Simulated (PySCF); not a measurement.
Computed shifts of a molecule CH₆ClNSi₃, PBE/pcSseg-1 run with PySCF, GIAO, gas phase, atoms alike by connectivity averaged where their shifts nearly agree, in ppm (number of nuclei): ²⁹Si: 3.3 (1), -20.4 (1), -145.7 (1). ¹³C: 207.2 (1). ¹⁵N: 484.6 (1). ¹H: 10.71 (1), 6.15 (1), 6.05 (1), 5.90 (1), 3.16 (2). References: ³⁵Cl against HCl (σ = 936.5 ppm); ²⁹Si against TMS (σ = 335.4 ppm); ¹³C against TMS (σ = 182.0 ppm); ¹⁵N against NH3 (σ = 267.0 ppm); ¹H against TMS (σ = 31.49 ppm), references at their B3LYP-D3(BJ)/def2-TZVP geometries, non-relativistic (without spin–orbit terms, shifts of atoms bonded to Cl or Br come out too high). Coordinates come from a PBE0-D3(BJ)/def2-SVP optimisation. The values are those of a single conformer.

Question: Which molecule gave these data?
A) Cl[SiH2]C1=N[SiH2][SiH2]1
B) Cl[Si@H]1C=N[SiH2][SiH2]1
C) [SiH3][Si@]1(Cl)N=C[SiH2]1
D) [SiH3][Si@@H]1N=C[Si@@H]1Cl

Answer: B, Cl[Si@H]1C=N[SiH2][SiH2]1
